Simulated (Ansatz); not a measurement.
AgCl, singlet, at a GFN2-xTB geometry (such geometries of metal compounds can be far from the true shape) (core potentials on Ag); WB97X-V/def2-SVP in Ansatz (an electronic-structure program).

Input for Ansatz:
Ansatz 0.2 input:
```yaml
crystal:
  periodic: [false, false, false]
  atoms:
    - {symbol: Ag, position_ang: [-0.00000000, -0.00000000, -0.58724977]}
    - {symbol: Cl, position_ang: [0.00000000, 0.00000000, 1.62357288]}
basis:
  gaussian:
    orbitals: def2-SVP
hamiltonian:
  xc: {name: wB97X-V}
```

The log (banner, timings and long lists left out):

```
Functional definition: wB97X-V
486 factors; integrals over basis functions are off by at most 3.0e-4 eV
112 factors; integrals over basis functions are off by at most 2.3e-5 eV
mean field evaluation 1: about -16514.2303 eV, gradient 2.3e1 eV
mean field evaluation 2: about -16514.8826 eV, gradient 1.9e1 eV
mean field evaluation 4: about -16515.5585 eV, gradient 8.4e-1 eV
mean field evaluation 8: about -16515.6184 eV, gradient 1.2e-1 eV
mean field evaluation 16: about -16515.6186 eV, gradient 8.3e-5 eV
mean field -16515.61861872 eV, -606.9377895497 hartree, gradient 8.2e-5 eV, S^2 0.000000; 0 other end points of the search recorded, 0 dependent functions left out
reference -16515.61861688 eV, -606.9377894821 hartree; 18, 18 occupied and 31, 31 virtual orbitals, 486 factors
Total energy: -16515.61861688 eV, -606.9377894821 hartree
```
